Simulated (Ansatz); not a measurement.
A nudged elastic band was laid between two geometries of ClGeH3 + H2S (8 atoms, charge 0, multiplicity 1).

All numbers below come from Ansatz 0.2.0, RHF/def2-SVP.

| Property | Result |
| --- | --- |
| movable images | 5 |
| climbing image | yes |
| spring | 5.0 eV/Å² |
| optimiser | quadratic models (default) |
| start path | through a guess of the saddle point |
| force threshold | 0.05 eV/Å |
| iteration limit | 60 |
| end points | relaxed |

Initial state:

```xyz
8
Properties=species:S:1:pos:R:3
Ge 0.540 0.069 -0.141
Cl 0.464 -0.203 2.021
H 2.019 0.055 -0.524
H -0.105 1.413 -0.455
H -0.207 -1.099 -0.774
S -3.503 0.078 0.933
H -3.630 -1.250 0.900
H -2.629 0.065 1.942
```

Final state:

```xyz
8
Properties=species:S:1:pos:R:3
Ge -0.420 -0.055 -0.628
Cl -0.333 0.563 3.581
H 0.572 -0.920 0.148
H -0.040 1.423 -0.571
H -0.527 -0.538 -2.076
S -2.449 -0.166 0.348
H -2.559 -1.498 0.326
H -1.294 0.319 2.775
```

Problem. What changes between the two ends?

Solution. Bonds broken: Ge1–Cl2, S6–H8. Bonds formed: Ge1–S6, Cl2–H8. ClGeH3 + H2S becomes ClH + GeH4S.

Problem. What energy profile does the band end with?

Solution. The run converged. The highest image is number 3 of 0 to 6, 204.9 kJ/mol above the first end and 169.6 kJ/mol above the last; the last end lies 35.3 kJ/mol above the first. Neighbouring images differ by up to 1.6 eV, so the band resolves the path poorly. A vibrational analysis at the climbing image gives one clearly imaginary mode, 230i cm⁻¹: a first-order saddle point. The orbitals stay closed-shell, which can raise the energy where a bond breaks towards radicals; this wasn't checked here.

```
image  path coordinate (Å)  energy (kJ/mol)  Ge1–Cl2 (Å)  S6–H8 (Å)  Ge1–S6 (Å)
    0                 0.00              0.0         2.18       1.33        4.18
    1                 1.41              2.6         2.18       1.33        4.39
    2                 2.83             55.2         2.22       1.33        3.54
    3                 4.24            204.9         2.79       1.37        2.49
    4                 4.96            101.9         3.09       1.99        2.34
    5                 5.68             40.5         3.70       2.47        2.27
    6                 6.39             35.3         4.25       2.73        2.25
```

Problem. What is the geometry of the highest image?

Solution. 
```xyz
8
Properties=species:S:1:pos:R:3
Ge -0.246 0.057 -0.271
Cl 0.022 0.738 2.420
H 0.768 -0.971 0.180
H 0.019 1.537 -0.431
H -0.814 -0.453 -1.621
S -2.487 -0.269 0.757
H -2.414 -1.594 0.922
H -1.898 0.082 1.947
```

Run time: 5.1 min on 1 thread of Arm Neoverse V1, on a shared host, peak memory 0.2 GiB.
